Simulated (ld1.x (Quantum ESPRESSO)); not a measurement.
# Before and after: TM semilocal potential for silicon (Si)

ld1.x (Quantum ESPRESSO) 7.5 input, shortened:

```
&input
   title='Si', zed=14., rel=0, dft='BLYP', iswitch=3,
   config='[Ne] 3s2 3p2 3d-2'
 /
 &inputp
   pseudotype=1, tm=.true., lloc=2,
   nlcc=.true., new_core_ps=.true.
 /
3
3S  1  0   2.00   0.00  1.40  1.40  0.0
3P  2  1   2.00   0.00  1.85  1.85  0.0
3D  3  2  -2.00   0.15  1.80  1.80  0.0
 &test
   configts(1)='3s2 3p2'
 /
```

All-electron outer shells of the reference configuration (BLYP, non-relativistic, ld1.x):

```csv
shell,level (eV),outermost node (bohr),outermost maximum (bohr)
2p,-95.59,–,0.39
3s,-10.64,0.72,1.77
3p,-3.94,0.72,2.14
```

Change: core correction Bessel-smoothed model core inside 1.32 bohr.

Cutoffs: the cutoffs (Ry, on a coarse ladder) from which the occupation-weighted sum of valence levels, in a spherical-Bessel basis at the reference potential, stays within 10 and 1 mRy of its value at 400 Ry; they do not see the model core or the augmentation charge, which bear on the density cutoff. Errors are all-electron minus pseudo energies relative to the spin-unpolarised reference configuration.

Predict the effect on cutoff, ghosts and configuration errors.

The potential gets neither clearly harder nor softer (30 Ry and 70 Ry → 30 Ry and 70 Ry); of the 7 tests that both files solve, the error grows in 2 and shrinks in 2 by more than 15 % and 0.3 meV (median size 3.2 → 4.0 meV); neither file shows a bound ghost. The default core radius of the base comes out at 1.13 bohr. A semilocal file is local in each channel, so a ghost entry of none says nothing of the separable form that plane-wave codes build from it. A wider model core is smoother and lowers the density cutoff, which this test does not measure.

| quantity | base | changed |
| --- | --- | --- |
| cutoff, loose | 30 Ry | 30 Ry |
| cutoff, tight | 70 Ry | 70 Ry |
| bound ghosts | none | none |
| error for 3s2 3p1, meV [ΔE 7.60 eV] | +2.8 | +2.9 |
| error for 3s2 3p0, meV [ΔE 23.50 eV] | +20 | +21 |
| error for 3s1 3p0, meV [ΔE 57.43 eV] | +60 | +72 |
| error for 3s2 3p2.3, meV [ΔE -0.89 eV] | +0.1 | +0.1 |
| error for 3s1 3p2, meV [ΔE 14.99 eV] | +3.2 | +4.0 |
| error for 3s0 3p4, meV [ΔE 13.76 eV] | -8.0 | -6.4 |
| error for 3s1 3p3, meV [ΔE 6.79 eV] | -1.7 | -1.3 |
| s: phases at 2.00 bohr within 0.05 rad from the reference energy up to (Ry; the scan ends near 5) | 3.3 | 3.3 |
| p: phases at 2.00 bohr within 0.05 rad from the reference energy up to (Ry; the scan ends near 5) | 4.9 | 4.9 |
| d: phases at 2.00 bohr within 0.05 rad from the reference energy up to (Ry; the scan ends near 5) | to the end of the scan | to the end of the scan |
